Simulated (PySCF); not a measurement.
Species: C6H9F3Si.
Numbering: `[F:1][C:2]([F:3])=[C:4]([F:5])[C@@H:6]1[CH2:7][CH2:8][SiH2:9][CH2:10]1` (hydrogens: H11 on C6; H12, H13 on C7; H14, H15 on C8; H16, H17 on Si9; H18, H19 on C10)

The calculation used PBE0-D3(BJ)/def2-SVP geometry optimisation, gas phase (PySCF 2.14.0).

What internal coordinates does the optimisation give?

```
   bond  length (Å)   order
  F1–C2       1.315  single
  C2–F3       1.309  single
  C2=C4       1.332  double
  C4–F5       1.339  single
  C4–C6       1.487  single
  C6–C7       1.541  single
  C7–C8       1.534  single
 C8–Si9       1.901  single
Si9–C10       1.899  single
 C6–C10       1.546  single
 C6–H11       1.103  single
 C7–H12       1.102  single
 C7–H13       1.103  single
 C8–H14       1.103  single
 C8–H15       1.100  single
Si9–H16       1.496  single
Si9–H17       1.495  single
C10–H18       1.103  single
C10–H19       1.100  single
```

Orders are formal, as drawn. A selection of angles:
```
     angle  degrees
  F1–C2–F3    111.9
  F1–C2–C4    123.2
  F3–C2–C4    124.9
  C2–C4–F5    118.0
  C2–C4–C6    126.4
  F5–C4–C6    115.6
  C4–C6–C7    112.2
 C4–C6–C10    112.0
 C7–C6–C10    108.1
  C6–C7–C8    109.0
 C7–C8–Si9    103.7
C8–Si9–C10     95.2
C6–C10–Si9    103.9
```

Dihedral angles: F1–C2–C4–F5 180° (antiperiplanar); C2–C4–C6–C7 -121° (anticlinal); C4–C6–C7–C8 -174° (antiperiplanar); C6–C7–C8–Si9 37° (synclinal); C7–C8–Si9–C10 -13° (synperiplanar); C8–Si9–C10–C6 -13° (synperiplanar); C4–C6–C10–Si9 160° (antiperiplanar).

The 5-membered ring C6–C7–C8–Si9–C10 has internal angles of 95.2° to 109.0° (sum 520°, against 540° for a flat polygon); it is puckered, 0.19 Å rms from its mean plane, widest ring torsion 50°. The C–F distances run from 1.309 Å (C2–F3, drawn single) to 1.339 Å (C4–F5, drawn single), a spread of 0.030 Å. The 5 C–C bonds span 1.332 Å (C2=C4, drawn double) to 1.546 Å (C6–C10, drawn single), a spread of 0.214 Å. Of the pairs four or more bonds apart, F1···H11 is among the closest relative to their van der Waals radii: 2.48 Å, 93 % of the sum of Bondi's values. Si9 (SiH2 silicon) has angles from 95.2° to 113.9°.

Point group: C1 (no symmetry element, even within 0.4 Å). No PBE0-D3(BJ)/def2-SVP frequencies stand behind this structure, so it isn't proved a minimum. One conformer, not necessarily the lowest.

Time: 3.0 min wall. Hardware: one thread, Arm Neoverse V1 (shared host). These figures are those of the optimisation.
